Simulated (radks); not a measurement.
Results of a calculation; reference values are marked as such.
Spherical quantum dot in the effective-mass picture: electrons in a hard-walled sphere of radius 7.38, with a point charge +1 (a donor) at the centre, all in effective atomic units (hartree* = m*/eps^2 hartree, bohr* = eps/m* bohr), one dielectric constant everywhere. Level of theory: non-relativistic Kohn-Sham, PBE, spin-polarised, spherical densities (a radial shooting solver with Libxc functionals). Levels are named by radial order and angular momentum (1s, 1p, 1d, 2s, ...), and open shells are averaged over m. Results are scaled to m* = 0.439 and eps = 13, for which hartree* = 70.69 meV and bohr* = 1.567 nm. Each electron was tried in the lowest free levels, single moves between levels near the top were tried too, and the lowest total energy was kept; such a search can miss a lower state. The series stops at N = 13: beyond it a trial failed or the search could not be trusted, so later rows were left out. At N = 1 the Hartree and exchange-correlation terms need not cancel, so that row can carry a self-interaction error.

N,open shells,2S,E (meV),mu = E(N) - E(N-1) (meV),addition energy mu(N+1) - mu(N) (meV),e(HOMO) (meV),rms radius (nm)
1,"1s(up 1, down 0)",1,-35.3298,-35.330,34.54,-19.669,2.795
2,none,0,-36.1153,-0.78556,26.07,7.4964,4.055
3,"1p(up 1, down 0)",1,-10.8298,25.285,10.78,30.390,5.582
4,"1p(up 2, down 0)",2,25.2342,36.064,11.59,41.823,6.281
5,"1p(up 3, down 0)",3,72.8872,47.653,15.48,53.495,6.716
6,"1p(up 3, down 1)",2,136.023,63.136,10.59,68.274,7.024
7,"1p(up 3, down 2)",1,209.747,73.724,11.14,79.251,7.260
8,none,0,294.609,84.863,13.38,90.496,7.449
9,"2s(up 1, down 0)",1,392.857,98.248,15.67,104.62,7.596
10,"1d(up 1, down 0) 2s(up 1, down 0)",2,506.776,113.92,11.12,119.47,7.742
11,"1d(up 2, down 0) 2s(up 1, down 0)",3,631.813,125.04,11.15,130.61,7.864
12,"1d(up 3, down 0) 2s(up 1, down 0)",4,768.006,136.19,11.17,141.78,7.970
13,"1d(up 4, down 0) 2s(up 1, down 0)",5,915.367,147.36,-,152.95,8.062

All shells are closed at N = 2, 8 (there: 1s2 1p6); the second difference of the energy has clear peaks (12 % above both neighbours; the first and last values, which can be the largest, are not judged, and half-filled shells can peak too) at N = 5, 9.
